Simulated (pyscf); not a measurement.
# HS–Ga(Cl)–Cl, singlet

Gas-phase minimum from PySCF at ωB97X-D3(BJ)/def2-SVP, one conformer. 

SMILES: [Cl][Ga]([Cl])[SH]
```xyz
5

S      2.0775    -0.7597    -0.7823
Ga     0.6159    -0.1800     0.7102
Cl     1.2257     0.6462     2.5681
Cl    -1.4669    -0.4256     0.3495
H      1.1298    -1.1764    -1.6465
```

Bond lengths (Å): S1–Ga2 2.168, S1–H5 1.349, Ga2–Cl3 2.123, Ga2–Cl4 2.128. Angles (°): Ga2–S1–H5 92.9, S1–Ga2–Cl3 120.9, S1–Ga2–Cl4 120.8, Cl3–Ga2–Cl4 118.3.

Properties at ωB97X-D3(BJ)/def2-SVP:

```yaml
harmonic_wavenumbers_unscaled: 110, 127, 139, 275, 381, 472, 481, 734, 2758 cm⁻¹
zero_point_energy: 7.8 kcal/mol
rotational_symmetry_number: 1
Entropy of this conformer at 298 K and 1 atm, rigid rotor and harmonic oscillator, modes under 100 cm⁻¹ raised to 100: 348.7 J/(mol K)
dipole_moment: 1.46 D
```

Single-point totals, which compare only within one level (frozen core for MP2 and CC):

```tsv
level	total energy (hartree)
ωB97X-D3(BJ)/def2-TZVP	-3244.23288
PBE/def2-TZVP	-3243.40344
r²SCAN/def2-TZVP	-3244.14854
B3LYP-D3(BJ)/def2-TZVP	-3244.34769
PBE0-D3(BJ)/def2-TZVP	-3243.55605
M06-2X/def2-TZVP	-3244.19769
ωB97M-D3(BJ)/def2-TZVP	-3244.41963
HF/def2-TZVPP	-3240.56766
MP2/def2-TZVPP	-3241.33235
CCSD/def2-TZVPP	-3241.37320
CCSD(T)/def2-TZVPP	-3241.40965
```

Soft torsions are taken as harmonic, which can shift the entropy by several J/(mol K). The CCSD(T) − MP2 part came from Ansatz, without density fitting, on the same reference. The frozen core leaves the outer d or s,p core shells of the metals and heavy elements correlated in the MP2 and CC values, and def2-TZVPP describes them poorly, so these totals are far from the basis limit. Elements up to Kr have no core potential and no relativistic terms here.
